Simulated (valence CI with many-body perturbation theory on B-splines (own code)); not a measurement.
Values are calculated unless marked as measured or tabulated.
## Energy levels of Er63+

Level of theory: relativistic CI+MBPT: three valence electrons over a frozen Dirac-Fock core [He], a basis of 11 s, 11 p, 10 d, 8 f, 5 g, 2 h functions for each j, with the one-electron correlation potential Σ1, the two-electron term Σ2, the three-electron term Σ3, Breit, model QED; selected CI, second order for the rest, scaled by the run's own slope (own B-spline code, finite nucleus).

The last digits are not significant, and no measured levels were compared; by estimate large intervals hold to a few tenths of a per cent, small ones and those within an open d or f shell to about a per cent.

Levels 136 to 165 of 165, with energies above the lowest level, (2s^2 2p1/2) J=1/2. "Leading %" is the weight of the configuration and term that name the level; weights of strongly mixed levels are sums over their largest components and can fall short, so below about 35 % the name and the second component can differ from the true leading terms, or belong to a minority configuration. In the jj column 3d3/2^4 stands for four electrons in 3d with j = 3/2.

```tsv
No.	Configuration	Term	J	E (Ry)	Leading %	Second component	g	Leading jj
136	2s 2p 4p	4P	1/2	881.30	42	19 % 2s 2p 4p 2S	1.779	2s 2p1/2 4p1/2 (100 %)
137	2s2 4f	2F°	5/2	881.47	98		0.850	2s^2 4f5/2 (98 %)
138	2s2 4f	2F°	7/2	882.66	98		1.136	2s^2 4f7/2 (98 %)
139	2s 2p 4p	4P	3/2	887.62	30	26 % 2s 2p 4p 4D	1.363	2s 2p1/2 4p3/2 (100 %)
140	2s 2p 4d	4F°	3/2	888.97	59	15 % 2s 2p 4d 2D°	0.683	2s 2p1/2 4d3/2 (100 %)
141	2s 2p 4p	2P	1/2	889.82	45	19 % 2s 2p 4p 2S	1.331	2s 2p1/2 4p3/2 (98 %)
142	2s 2p 4p	4D	5/2	889.86	42	40 % 2s 2p 4p 2D	1.323	2s 2p1/2 4p3/2 (100 %)
143	2s 2p 4p	2D	3/2	889.93	40	24 % 2s 2p 4p 2P	1.283	2s 2p1/2 4p3/2 (100 %)
144	2s 2p 4d	4F°	5/2	891.06	50	24 % 2s 2p 4d 2F°	1.017	2s 2p1/2 4d3/2 (93 %)
145	2s 2p 4d	2P°	3/2	891.47	26	24 % 2s 2p 4d 2D°	1.060	2s 2p1/2 4d3/2 (99 %)
146	2s 2p 4d	4D°	1/2	891.55	54	40 % 2s 2p 4d 2P°	0.442	2s 2p1/2 4d3/2 (99 %)
147	2s 2p 4d	4P°	5/2	891.74	28	26 % 2s 2p 4d 2F°	1.237	2s 2p1/2 4d5/2 (94 %)
148	2s 2p 4f	4G	5/2	892.41	44	19 % 2s 2p 4f 4F	0.841	2s 2p1/2 4f5/2 (100 %)
149	2s 2p 4f	4F	7/2	893.61	26	24 % 2s 2p 4f 4D	1.142	2s 2p1/2 4f7/2 (100 %)
150	2s 2p 4d	2F°	7/2	893.85	40	36 % 2s 2p 4d 4F°	1.229	2s 2p1/2 4d5/2 (100 %)
151	2s 2p 4d	2F°	5/2	894.08	40	25 % 2s 2p 4d 2D°	1.148	2s 2p1/2 4d5/2 (99 %)
152	2s 2p 4d	2P°	3/2	894.14	38	32 % 2s 2p 4d 2D°	1.122	2s 2p1/2 4d5/2 (99 %)
153	2s 2p 4f	2G	7/2	894.64	39	32 % 2s 2p 4f 4G	0.986	2s 2p1/2 4f5/2 (100 %)
154	2s 2p 4f	4G	5/2	894.70	31	27 % 2s 2p 4f 2F	0.916	2s 2p1/2 4f5/2 (100 %)
155	2s 2p 4f	4F	3/2	894.70	48	40 % 2s 2p 4f 2D	0.662	2s 2p1/2 4f5/2 (100 %)
156	2s 2p 4f	2G	9/2	895.83	40	33 % 2s 2p 4f 4G	1.176	2s 2p1/2 4f7/2 (100 %)
157	2s 2p 4f	4D	7/2	895.90	31	29 % 2s 2p 4f 2G	1.138	2s 2p1/2 4f7/2 (100 %)
158	2s 2p 4f	2D	5/2	895.92	39	28 % 2s 2p 4f 2F	1.080	2s 2p1/2 4f7/2 (100 %)
159	2p2 4s	4P	1/2	896.93	45	30 % 2p2 4s 2S	1.988	2p1/2^2 4s (96 %)
160	2p2 4p	2P°	1/2	898.78	46	38 % 2p2 4p 4D°	0.655	2p1/2^2 4p1/2 (98 %)
161	2p2 4p	2P°	3/2	908.04	35	19 % 2p2 4p 4D°	1.327	2p1/2^2 4p3/2 (98 %)
162	2p2 4d	2D	3/2	909.27	42	32 % 2p2 4d 4F	0.791	2p1/2^2 4d3/2 (98 %)
163	2p2 4d	2D	5/2	912.08	36	18 % 2p2 4d 4D	1.194	2p1/2^2 4d5/2 (98 %)
164	2p2 4f	2F°	5/2	912.59	41	29 % 2p2 4f 4G°	0.850	2p1/2^2 4f5/2 (98 %)
165	2p2 4f	2F°	7/2	913.81	37	17 % 2p2 4f 2G°	1.136	2p1/2^2 4f7/2 (98 %)
```
